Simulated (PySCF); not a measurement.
HgCl, SMILES [Cl][Hg+], charge +1. Coordinates come from a B3LYP-D3(BJ)/def2-TZVPD optimisation. The multiplicity is an assumed one; other spin states were not compared. The def2 effective core potentials stand for the cores of Hg; spin–orbit coupling is left out.

Computed with PySCF with B3LYP-D3(BJ)/def2-TZVPD.

Harmonic wavenumbers (cm⁻¹): 354. Rotational constants (GHz): 3.253 (linear); symmetry number 1.

Work out the zero-point energy and the ideal-gas rigid-rotor harmonic-oscillator thermochemistry at 298.15 K and 1 atm.

ZPE = ½ Σ hcν = ½ × 354 cm⁻¹ = 2.12 kJ/mol. H − E(el) = 11.73 kJ/mol. Entropy in J/(mol K): translation 176.89, rotation 71.13, vibration 4.81, total 252.83. G − E(el) = -63.65 kJ/mol. Cp = 35.66 J/(mol K).
